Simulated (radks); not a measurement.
The tin anion Sn- inside a hard spherical wall (all orbitals vanish at R), configuration held at [Kr] 4d10 5s2 5p3 and not refilled when levels cross. Method: scalar-relativistic Kohn-Sham, LDA (Slater exchange, VWN5 correlation), spin-unpolarised, spherical densities, finite nucleus; Fermi nuclear charge, rms radius 4.6519 fm; computed with a radial shooting solver on a logarithmic mesh with Libxc functionals. Eigenvalues in eV, with the zero of energy where the potential of the charges vanishes at infinity; a dash marks a level that is unbound or too diffuse for the functional's potential to be trusted. A positive occupied level is held by the wall or, in an anion where self-interaction has pushed it up, behind a barrier. The pressure on the wall is -dE/dV.

R (bohr)	E (hartree)	kinetic (hartree)	e(4p)	e(4d)	e(5s)	e(5p)	e(6s, empty)	e(5d, empty)	pressure (GPa)
20	-6171.77076	6441.702	-83.893	-20.236	-5.370	1.057	1.900	2.537	0.000346
12	-6171.76738	6441.716	-83.488	-19.831	-5.002	1.380	3.204	4.592	0.0270
10	-6171.76120	6441.741	-83.070	-19.415	-4.643	1.714	4.266	5.772	0.124
7	-6171.70780	6441.948	-81.201	-17.565	-3.145	3.309	9.222	9.684	2.18
6	-6171.63426	6442.229	-79.634	-16.027	-1.919	4.784	13.832	12.637	7.33
3.5	-6170.04900	6447.725	-66.584	-3.527	11.322	21.800	65.011	40.484	421
3	-6168.35404	6453.468	-58.796	3.875	21.978	35.101	101.97	59.677	1310
2.5	-6164.15523	6467.595	-44.820	17.593	45.257	63.136	173.60	96.608	4990
1.5	-6104.93873	6647.854	56.936	129.92	298.61	338.30	751.50	395.60	188000
